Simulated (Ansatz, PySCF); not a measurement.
C5H5, SMILES [CH]1C=CC=C1 (connectivity only; charge and spin as stated), charge +1, multiplicity 1. Atoms are numbered in the order given.

```xyz
10

C     -0.0033    -1.1626     0.0000
C     -0.0024    -0.3499    -1.2023
C     -0.0015     0.9371    -0.7863
C     -0.0015     0.9371     0.7863
C     -0.0024    -0.3499     1.2023
H     -0.0051    -2.2600     0.0000
H     -0.0026    -0.7309    -2.2223
H     -0.0011     1.8435    -1.3960
H     -0.0011     1.8435     1.3960
H     -0.0026    -0.7309     2.2223
```
Charge +1, spin multiplicity 1.

Geometry optimised at B3LYP-D3(BJ)/def2-SVP. The spin state was assumed, not searched. The isomer is the one that the SMILES or the coordinates give; other isomers of the formula were not compared.

Two levels are set side by side: PBE-D3(BJ)/def2-SVP (Ansatz, a quantum-chemistry and plane-wave program) and B3LYP-D3(BJ)/def2-SVP (Ansatz). Each level has its own optimised geometry; the coordinates shown are those of the second. Frequencies come from the Hessian of PySCF at each geometry. Differences are taken from unrounded values.

```csv
quantity,B3LYP-D3(BJ)
mean bond length (Å),1.264
bond C1–C2 (Å),1.451
bond C1–C5 (Å),1.451
bond C2–C3 (Å),1.352
bond C3–C4 (Å),1.573
bond C4–C5 (Å),1.352
bond C1–H6 (Å),1.097
bond C2–H7 (Å),1.089
bond C3–H8 (Å),1.092
bond C4–H9 (Å),1.092
bond C5–H10 (Å),1.089
highest harmonic wavenumber (cm⁻¹),3266
mean harmonic wavenumber (cm⁻¹),1452
zero-point energy (kcal/mol),49.82
```

Question: What does PBE-D3(BJ) give, and how far is it from B3LYP-D3(BJ)? (Estimate from the structure and the level; the computed values follow.)

Answer: 
| quantity | PBE-D3(BJ) | PBE-D3(BJ) minus B3LYP-D3(BJ) |
|---|---|---|
| mean bond length (Å) | 1.271 | 0.007 |
| bond C1–C2 (Å) | 1.455 | 0.004 |
| bond C1–C5 (Å) | 1.455 | 0.004 |
| bond C2–C3 (Å) | 1.361 | 0.008 |
| bond C3–C4 (Å) | 1.581 | 0.008 |
| bond C4–C5 (Å) | 1.361 | 0.008 |
| bond C1–H6 (Å) | 1.106 | 0.009 |
| bond C2–H7 (Å) | 1.097 | 0.008 |
| bond C3–H8 (Å) | 1.101 | 0.008 |
| bond C4–H9 (Å) | 1.101 | 0.008 |
| bond C5–H10 (Å) | 1.097 | 0.008 |
| highest harmonic wavenumber (cm⁻¹) | 3201 | -65 |
| mean harmonic wavenumber (cm⁻¹) | 1417 | -35 |
| zero-point energy (kcal/mol) | 48.61 | -1.22 |

GGA bonds tend to be longer and softer than those of functionals with exact exchange. Differences between two approximate levels are no errors against the true value.
